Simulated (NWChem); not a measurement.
Molecule: SiICl, singlet; SMILES Cl[Si]I

Results from NWChem. Low-valent species are run as closed-shell singlets; no triplet was tried in these runs. Coordinates come from a PBE0/def2-SVP optimisation. def2 effective core potentials on I; no spin-orbit coupling. Static field.

| level | isotropic polarisability (bohr³) | anisotropy (bohr³) |
|---|---|---|
| PBE/def2-SVPD | 85.3 | 48.1 |
| B3LYP/def2-SVPD | [?] | [?] |
| LDA (Slater exchange, VWN5)/def2-SVPD | 85.2 | 48.1 |

Question: Some entries are withheld; supply them.

Answer: 
- B3LYP/def2-SVPD, isotropic polarisability (bohr³): 83.4
- B3LYP/def2-SVPD, anisotropy (bohr³): 46.0
